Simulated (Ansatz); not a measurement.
A structure drawn as `C[S][GeH]([F])[Cl]`, with this starting geometry:

```xyz
9

C    -0.3572    1.4660   -0.1495
S     0.9452    0.7530    0.8107
Ge    0.5057   -1.3583    0.1713
F     1.8702   -2.3543    0.6964
Cl   -1.3490   -2.0097    0.9914
H    -1.3988    1.0421    0.1677
H    -0.2569    1.2462   -1.2549
H    -0.4161    2.5721   -0.0609
H     0.4568   -1.3572   -1.3723
```

Charge 0, multiplicity 1.

Q: Relax it with Ansatz at PBE-D4/def2-SVP and then PBE0-D4/def2-TZVP. Is the drawn bonding still there?

A: Yes, every drawn bond is still there and no new one forms.

Q: Give the relaxed structure. (An estimate is asked.)

A: Computed: 
Z-matrix (Å, degrees):
```
C
S 1 1.818
H 1 1.090 2 105.7
H 1 1.089 2 111.0 3 -118.1
H 1 1.090 2 111.7 3 118.1
Ge 2 2.184 1 98.5 3 179.0
Cl 6 2.143 2 111.0 1 -56.3
F 6 1.726 2 105.7 1 -172.1
H 6 1.532 2 117.1 1 67.7
```
All modes are real.

Atoms count as bonded under 1.1 times the sum of their covalent radii (H–H under 0.85 Å, pairs among N, O and F under 1.55 Å), and a drawn bond as lost past 1.3 times.
